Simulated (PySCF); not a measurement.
C4H7FO2, SMILES C[C@@]1(F)[C@H](O)[C@@H]1O.

Geometry optimised at PBE0-D3(BJ)/def2-SVP. The structure was generated by enumeration; whether it is a known compound was not checked. Other conformers were not sampled.

Computed with PySCF 2.14.0 with PBE0-D3(BJ)/def2-SVP.

Frequencies are harmonic and unscaled.

```csv
mode,ν (cm⁻¹),IR (km/mol),moving atoms (share of kinetic energy)
1,182,2.4,"O 37 %, F 34 %, H 20 %, C 9 %"
2,208,3.2,"H 73 %, O 12 %, F 9 %"
3,213,11.1,"O 33 %, H 27 %, F 25 %, C 14 %"
4,252,22.3,"H 50 %, O 24 %, C 24 %"
5,271,27.9,"H 58 %, O 31 %, C 10 %"
6,290,29.2,"O 56 %, H 24 %, C 14 %"
7,359,8.1,"F 37 %, C 24 %, H 24 %, O 15 %"
8,538,86.0,H 87 %
9,563,6.9,"C 59 %, H 16 %, O 16 %, F 9 %"
10,607,7.8,"C 55 %, H 30 %"
11,699,11.7,"C 49 %, O 37 %, H 12 %"
12,733,45.8,"C 48 %, F 27 %, H 20 %"
13,847,7.6,"C 56 %, H 42 %"
14,882,27.0,"H 45 %, C 37 %, F 10 %"
15,973,0.6,"H 60 %, C 28 %, F 9 %"
16,1033,42.8,"H 52 %, C 39 %"
17,1095,20.2,"H 72 %, C 27 %"
18,1127,24.4,"C 53 %, H 44 %"
19,1191,47.1,"H 39 %, C 34 %, O 27 %"
20,1210,101.5,"H 50 %, O 25 %, C 25 %"
21,1260,18.0,"C 50 %, H 46 %"
22,1310,41.2,"C 57 %, H 36 %"
23,1323,24.8,"H 62 %, C 32 %"
24,1362,20.3,"H 55 %, C 37 %, O 8 %"
25,1393,31.0,"H 74 %, C 21 %"
26,1407,71.6,"H 67 %, C 30 %"
27,1446,7.2,H 96 %
28,1463,10.4,"H 86 %, C 13 %"
29,1519,33.6,"C 74 %, H 23 %"
30,3059,14.9,H 97 %
31,3153,12.3,"H 92 %, C 8 %"
32,3156,6.0,"H 90 %, C 10 %"
33,3163,17.7,"H 91 %, C 9 %"
34,3171,13.8,"H 91 %, C 9 %"
35,3739,95.6,H 94 %
36,3826,69.5,H 94 %
```
